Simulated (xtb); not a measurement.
HKO (SMILES [OH][K]), singlet, geometry from GFN2-xTB (such geometries of metal compounds can be far from the true shape), atoms displaced at random by about 0.1 Å a coordinate. Base run: GFN1-xTB (xtb 6.7.1).

The xtb input:
```
$ xtb mol.xyz --gfn 1 --opt --json

# file mol.xyz
3

K     -0.60307968    -0.45536263    -0.33034948
O      1.05513320     0.40460953     0.80452958
H      1.55729211     1.18344042     1.35790588
```

The base run was repeated with changes; each row names its change, and settings that it needs were set with it.

```json
[
 {"change": "base", "ΔE vs base (kcal/mol)": "0.000", "optimiser steps": "9"},
 {"change": "opt level = vtight", "ΔE vs base (kcal/mol)": "0.000", "optimiser steps": "10"},
 {"change": "opt level = tight", "ΔE vs base (kcal/mol)": "0.000", "optimiser steps": "9"},
 {"change": "opt level = extreme", "ΔE vs base (kcal/mol)": "0.000", "optimiser steps": "11"},
 {"change": "engine = inertial", "ΔE vs base (kcal/mol)": "0.003", "optimiser steps": "-"},
 {"change": "alpb = ether", "ΔE vs base (kcal/mol)": "[?]", "optimiser steps": "9"},
 {"change": "opt level = crude", "ΔE vs base (kcal/mol)": "0.007", "optimiser steps": "6"},
 {"change": "engine = lbfgs", "ΔE vs base (kcal/mol)": "0.000", "optimiser steps": "-"},
 {"change": "opt level = sloppy", "ΔE vs base (kcal/mol)": "0.004", "optimiser steps": "7"},
 {"change": "alpb = acetone", "ΔE vs base (kcal/mol)": "[?]", "optimiser steps": "8"}
]
```

Q: Some entries are withheld; supply them.

A: 
- alpb = ether, ΔE vs base (kcal/mol): -20.43
- alpb = acetone, ΔE vs base (kcal/mol): -24.58
